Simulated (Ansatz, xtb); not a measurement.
# BCl2H3O4Si: 3 structures ranked

3 gas-phase structures of BCl2H3O4Si, from a drawn sample of its isomers (lower ones may exist). Each was relaxed with GFN2-xTB; where two conformers were screened, the lower at r2SCAN-D4/def2-SVP is listed:

A. `O[Si](O)(O)OB(Cl)Cl`, a singlet
B. `OB(Cl)O[Si](O)(O)Cl`, a singlet
C. `OB(O)O[Si](O)(Cl)Cl`, a singlet

Which do you expect lowest at r2SCAN-D4/def2-SVP, and how would the others follow?

Calculated order at r2SCAN-D4/def2-SVP: C (0.000), B (0.492), A (0.999) eV.

Energies above the lowest of each column, in eV; the last columns are at PBE0-D4/def2-SVP geometries:

```csv
structure,GFN2-xTB,HF/STO-3G,r2SCAN-D4/def2-SVP,PBE0-D4/def2-SVP,CCSD(T)/def2-SVP + ΔMP2/def2-TZVPP
C,0.000,0.000,0.000,0.000,0.000
B,0.066,0.992,0.492,0.473,0.315
A,0.253,2.020,0.999,1.023,0.676
```

Every level run on C puts it lowest or level with the lowest. Flexible structures stand in one conformer each, not always the lowest. The ΔMP2 step shifts differences by up to 0.252 eV, which makes them less sure. ΔMP2 is the change of the MP2 energy from the smaller to the larger basis.

Programs: Ansatz 0.2.0, xtb 6.7.1.
